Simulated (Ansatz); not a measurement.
Reactions of CH6GeO3, SMILES `OC(O)[O][GeH3]`.

Program: Ansatz. Geometries: PBE0-D4/def2-TZVP. ΔE: electronic, gas phase. CCSD(T)/CBS is the MP2 limit (def2-TZVPP, def2-QZVPP) plus CCSD(T) − MP2 in def2-TZVPP, frozen cores. This one scheme is used for every species, atoms too. No spin–orbit coupling; open shells (•) take unrestricted orbitals. Spin–orbit coupling would lower the free atoms: a little for C, O; clearly for Ge. For Ge outer-core shells are correlated without core-valence functions, so the limit isn't a true one: a few kJ/mol of doubt a bond, and 10 to 20 or more in all where bonds break to atoms. Scalar relativity is left out up to krypton. Each species was taken in one conformer, which may not be the lowest.

Problem. Order these by ΔE at CCSD(T)/CBS, lowest first. (Estimate.)
A. `OC(O)[O][GeH3]` + `CBS` → `CB[S][GeH3]` + `OC(O)O`
B. `OC(O)[O][GeH3]` + `OCBCl` → `ClBC[O][GeH3]` + `OC(O)O`
C. `OC(O)[O][GeH3]` + CH₃NH₂ → `C[NH][GeH3]` + `OC(O)O`
D. `OC(O)[O][GeH3]` + CH₃NH₂ → `CNC(O)O` + `[OH][GeH3]`
E. `OC(O)[O][GeH3]` → C• + Ge• + 6 H• + 3 O•
F. `OC(O)[O][GeH3]` + H–F → `OC(F)[O][GeH3]` + H₂O
G. `OC(O)[O][GeH3]` + `OCS` → `OC[S][GeH3]` + `OC(O)O`

Solution. G (-0.25 eV), A (-0.16 eV), F (-0.08 eV), D (+0.01 eV), B (+0.14 eV), C (+0.29 eV), E (+40.11 eV).

Largest T1 diagnostic: 0.013, for `CBS`.
